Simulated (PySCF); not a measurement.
# Finite-field polarisability of P (phosphorus, neutral)

[Ne] 3s2 3p3, high-spin 4S determinant. Calculation: PySCF 2.14, in aug-cc-pVQZ-DK (7s6p4d3f2g, 84 functions); the spin-free X2C one-electron Hamiltonian (Gaussian nucleus). Frozen: [Ne]. Energy changes in a uniform field (μhartree):

```csv
axis,F (au),HF,MP2,CCSD,CCSD(T)
x,0.0028,-99.720,-98.507,-98.358,-98.625
x,0.0056,-399.176,-394.342,-393.744,-394.819
```

Problem. Derive α along x at CCSD(T) from the two fields.

Solution. With ΔE = −αF²/2 − γF⁴/24, α = −(16 ΔE(F) − ΔE(2F))/(6F²) = 25.15 bohr³.

Problem. And the mean polarisability at each level?

Solution. HF 25.43, MP2 25.12, CCSD 25.08, CCSD(T) 25.15 bohr³. Reference: 25 ± 1 bohr³ (recommended; Schwerdtfeger and Nagle, table of static dipole polarizabilities (2023 update)).
